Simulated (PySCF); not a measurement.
Computed shifts of a molecule C3H9NSi, HF/pcSseg-1 (PySCF), GIAO, gas phase, atoms alike by connectivity averaged where their shifts nearly agree, in ppm (number of nuclei): ¹³C: 157.1 (1), 93.2 (1), 39.4 (1). ¹⁵N: 41.2 (1). ²⁹Si: -46.4 (1). ¹H: 6.44 (1), 4.45 (3), 4.45 (2), 2.93 (3). References: ¹³C against TMS (σ = 192.6 ppm); ¹⁵N against NH3 (σ = 267.3 ppm); ²⁹Si against TMS (σ = 393.8 ppm); ¹H against TMS (σ = 31.99 ppm), references at their B3LYP-D3(BJ)/def2-TZVP geometries, non-relativistic. Coordinates come from a B3LYP-D3(BJ)/def2-SVP optimisation. One conformer was computed; it need not be the lowest.

Q: Which molecule gave these data?
A) C/N=C(/C)[SiH3]
B) C=C[SiH2]CN
C) [SiH3]NC1CC1
D) C=CN(C)[SiH3]

A: D, C=CN(C)[SiH3]
